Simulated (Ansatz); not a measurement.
## Ligand exchange: C4H8Cl2 + C2H2ClGa → C4H9Cl + C2HCl2Ga

Gas-phase species: C4H8Cl2 (1,3-dichlorobutane) `CC(Cl)CCCl`, singlet; C2H2ClGa `C#[C][GaH][Cl]`, singlet; C4H9Cl (1-chlorobutane) `CCCCCl`, singlet; C2HCl2Ga `C#[C][Ga]([Cl])[Cl]`, singlet. The partners trade Cl for H: C–Cl and Ga–H bonds give way to C–H and Ga–Cl.

Shapes, held fixed at every level: PBE0-D4/def2-TZVP. Flexible molecules stand in one conformer, not always the lowest. Programs: Ansatz 0.2.0. The zero-point and thermal change to 298 K, harmonic and unscaled (PBE0-D4/def2-TZVP), is +9.8 kJ/mol.

| level | kind | ΔH(298 K) (kJ/mol) | less CCSD(T)/def2-TZVPP |
| --- | --- | --- | --- |
| HF/def2-SVP | Hartree–Fock | -174.5 | -22.2 |
| B3LYP-D4/def2-TZVPP | global hybrid | -149.7 | +2.6 |
| PBE0-D4/def2-TZVPP | global hybrid | -150.0 | +2.3 |
| MP2/def2-SVP | perturbation theory | -165.0 | -12.7 |
| MP2/def2-TZVPP | perturbation theory | -154.5 | -2.2 |
| CCSD/def2-SVP | coupled cluster or CI | -164.0 | -11.7 |
| CCSD/def2-TZVPP | coupled cluster or CI | -155.1 | -2.8 |
| CCSD(T)/def2-TZVPP | coupled cluster or CI | -152.3 | 0.0 |

The highest level, CCSD(T)/def2-TZVPP, gives ΔH(298 K) = -152.3 kJ/mol; the levels span -174.5 to -149.7. The column of differences is taken from that level and isn't an error. No measured value is set beside it here. Relativity is left out for Ga. Outer-core shells of Ga are correlated, in sets that cover them unevenly.
